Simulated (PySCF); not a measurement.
GeH2ClBr, SMILES [Cl][GeH2][Br].

Geometry optimised at r2SCAN-D4/def2-SVP.

Method: TDDFT-PBE/def2-SVPD (PySCF).

Vertical excitations. Gas-phase values at a fixed geometry. State labels are in the subgroup Cs.

Computed lowest excited states:
```tsv
state	symmetry	energy (eV)	λ (nm)	f	main pairs
S1	A"	5.34	232	0.010	HOMO→LUMO 98 %
S2	A'	5.53	224	0.021	HOMO−1→LUMO 97 %
S3	A"	5.84	212	0.004	HOMO−2→LUMO 97 %
S4	A'	6.03	206	0.017	HOMO−3→LUMO 84 %, HOMO−1→LUMO+1 14 %
S5	A"	6.11	203	0.003	HOMO→LUMO+1 97 %
S6	A'	6.33	196	0.037	HOMO−1→LUMO+1 83 %
S7	A"	6.69	185	0.012	HOMO−2→LUMO+1 89 %
S8	A"	6.73	184	0.000	HOMO→LUMO+2 89 %
S9	A'	6.80	182	0.007	HOMO−1→LUMO+2 72 %, HOMO−3→LUMO+1 27 %
S10	A'	6.92	179	0.040	HOMO−3→LUMO+1 66 %, HOMO−1→LUMO+2 24 %
T1	A"	4.95	251	0	HOMO→LUMO 99 %
T2	A'	5.06	245	0	HOMO−1→LUMO 99 %
T3	A"	5.54	224	0	HOMO−2→LUMO 98 %
T4	A'	5.63	220	0	HOMO−3→LUMO 99 %
```
Triplets are in the Tamm–Dancoff approximation, which puts them higher than full response would, so one can lie above its singlet here.
